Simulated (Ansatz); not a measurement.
Frontier orbitals of C3H7B (`B1CCC1`).

The species carries charge 0 and has multiplicity 1. The geometry is a stationary point of PBE0-D4/def2-TZVP. Basis def2-TZVPP, Ansatz.

Orbital energies of one run (eV). Highest occupied ones, from the top: -7.37, -8.21, -9.27, -9.54, -10.59, -10.70, -12.87, -13.89, -16.22, -18.03, -22.71, -183.77, -277.28, -277.28. Empty: -0.76, 1.11, 1.28, 1.58, 1.99, 2.88.

Task: Which functional gave them?
A. HSE06 (plane-wave form)
B. ωB97M-V
C. B97M-V
D. BHLYP

Result: A. HOMO energies: HSE06 -7.37, B97M-V -6.81, BHLYP -8.99, ωB97M-V -10.07 eV.
